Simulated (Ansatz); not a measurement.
Calculated with Ansatz (gas phase, PBE0-D4/def2-TZVP geometries, no zero-point term in ΔE). CCSD(T)/CBS adds triple-zeta CCSD(T) − MP2 to the extrapolated MP2 energy (def2 sets, frozen cores). This one scheme is used for every species. Functionals use def2-TZVPP. B3LYP here is the variant with VWN-RPA as its local correlation; programs differ in this. One conformer a species, not always the lowest.

`F[SiH2]C[SiH2]Cl` + `C[SiH3]` → `[SiH3]CC[SiH2]Cl` + `F[SiH3]`  (formal exchange of groups at a C–Si bond)

(1) Is it downhill or uphill in electronic energy at CCSD(T)/CBS, and by how much? (Best estimate.)

(2) What do these levels give: r2SCAN-D4, B3LYP-D4, ωB97X-V, B2PLYP, CCSD/def2-TZVPP, MP2/CBS(def2)? (Estimate.)

Largest T1 diagnostic among the species: 0.011.

Results:

(1) Computed: Uphill: ΔE = +73.8 kJ/mol.

(2) Computed: r2SCAN-D4 80.1, B3LYP-D4 71.5, ωB97X-V 72.7, B2PLYP 77.1, CCSD/def2-TZVPP 73.6, MP2/CBS(def2) 74.9 kJ/mol.

In def2-TZVPP, CCSD(T) changes the Hartree–Fock value by −4.8 kJ/mol (the triples alone add −0.8 kJ/mol) and MP2 by −3.6 kJ/mol. The D4 term adds −7.5 kJ/mol with B3LYP and −4.4 kJ/mol with PBE0; it sums over pairs of atoms, weighted by their polarisabilities, and B3LYP, whose exchange is more repulsive, gets the larger term.
